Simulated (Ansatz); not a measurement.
**Which is lower?**

Two relaxed structures of AlSiH₃O₂, closed shell (PBE0-D4/def2-TZVP; forces vanish, vibrations not checked).

A:

```csv
atom,x (Å),y (Å),z (Å)
O1,-2.2060,-0.4848,-1.1230
Al2,-0.7466,-0.0083,-0.4436
O3,0.4078,-0.8136,0.5764
Si4,1.2196,0.6574,0.4620
H5,-2.6255,-1.3384,-1.0263
H6,1.3948,1.3895,1.7469
H7,2.5558,0.5981,-0.1924
```

B:

O1  (-1.669, -0.371, -0.696)
Al2  (-0.293, 0.542, -1.988)
O3  (0.666, 0.863, -0.510)
Si4  (0.953, 0.596, 1.052)
H5  (-1.265, -0.526, 0.197)
H6  (-0.276, -0.398, 1.364)
H7  (-2.251, -1.101, -0.926)
(Å)

Computed with Ansatz 0.2.0 (basis: def2-TZVPP); correlated methods freeze the cores. B3LYP uses VWN-RPA correlation.

(1) Which structure is lower at CCSD(T), and by how much? (An estimate is asked for; the value comes from the calculation.)

No T1 diagnostic of these runs exceeds 0.016. The restricted Hartree–Fock reference is unstable towards an unrestricted one at one or more of these structures.

Results:

(1) By the calculation: A, by 27.73 kcal/mol (electronic energy, against the other). By their contacts, A is AlSiH₃O₂ ([OH][Al]1[O][SiH2]1) and B is AlSiH₃O₂ ([OH2][Al][O][SiH]).

All methods give the same order:

```csv
method,E(B) − E(A) (kcal/mol)
PBE-D4,26.51
r2SCAN-D4,35.30
PBE0-D4,29.34
B3LYP-D4,24.39
wB97M-V,24.48
HF,29.33
MP2,33.27
CCSD,27.51
CCSD(T),27.73
```

Labels in which every atom is bracketed show which atoms are joined, not bond orders.

For scale, one of the runs: CCSD(T)/def2-TZVPP, 188 basis functions, launched by `ansatz run in.yaml --threads 2 --pin off --events-out ev --progress --plain --max-ram 4352MiB`. The run took 47 s on 2 CPU threads of an AMD EPYC 7R43 (shared host), with 1.9 GiB of host memory at its peak.
